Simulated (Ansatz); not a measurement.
Cost and result for the atomization energy of `O[Si]1(S)CO1` (9 atoms, 9 bonds).

```xyz
9

O    -0.279    0.477    1.942
Si   -0.265   -0.095    0.422
S    -1.223   -1.957    0.576
C     0.855    0.414   -0.886
O    -0.576    0.904   -0.837
H    -0.003    1.385    2.077
H    -1.122   -2.172   -0.747
H     1.049   -0.187   -1.772
H     1.566    1.231   -0.774
```

Total charge 0; spin multiplicity 1. The geometry is a stationary point of PBE0-D4/def2-TZVP. It is one conformer, not always the lowest. Program: Ansatz. All runs use 4 threads of an AMD EPYC 7R43 on a shared host. Times are those of one run each, without the atoms' runs, and a repeat can differ threefold. Electronic energies, without spin–orbit coupling; frozen cores. CCSD(T)/CBS adds CCSD(T) − MP2 in def2-TZVPP to the MP2 limit, and its time is that of the two runs behind it. T1 = 0.013. B3LYP takes the VWN-RPA correlation (the form of Gaussian; ORCA's B3LYP/G).

CCSD(T)/CBS is a level of theory with its own doubt, some kJ/mol a heavy atom from the limit and from the frozen cores, so smaller differences don't rank the functionals.

```tsv
level	functions	wall time	atomization (kcal/mol)	difference from CCSD(T)/CBS	per bond
PBE-D4/def2-TZVPP (with forces)	233	2.4 s	834.0	16.4	1.8
PBE0-D4/def2-TZVPP	233	3.2 s	812.1	-5.5	-0.6
r2SCAN-D4/def2-TZVPP (with forces)	233	4.1 s	819.8	2.2	0.2
B2PLYP/def2-TZVPP	233	4.8 s	803.0	-14.6	-1.6
B3LYP-D4/def2-TZVPP (with forces)	233	5.5 s	809.1	-8.5	-0.9
ωB97X-V/def2-TZVPP	233	7 s	818.9	1.3	0.1
ωB97M-V/def2-TZVPP (with forces)	233	9 s	819.8	2.2	0.2
MP2/def2-QZVPP	431	29 s	830.8	13.2	1.5
CCSD(T)/def2-TZVPP	233	120 s	790.1	-27.5	-3.1
CCSD(T)/CBS(def2)	–	2.4 min	817.6	0.0	0.0
```

The D4 term adds +8.3 kcal/mol with B3LYP and +4.3 kcal/mol with PBE0; it sums over pairs of atoms, weighted by their polarisabilities, and B3LYP, whose exchange is more repulsive, gets the larger term. From PBE to PBE0 (25 % exact exchange), in def2-TZVPP and without D4, the atomization energy moves by −21.1 kcal/mol: exact exchange takes away binding that semilocal exchange gives to molecules. In def2-TZVPP, CCSD(T) changes the Hartree–Fock value by +232.5 kcal/mol (the triples alone add +16.2 kcal/mol) and MP2 by +256.8 kcal/mol; breaking electron pairs costs correlation energy, which Hartree–Fock lacks.
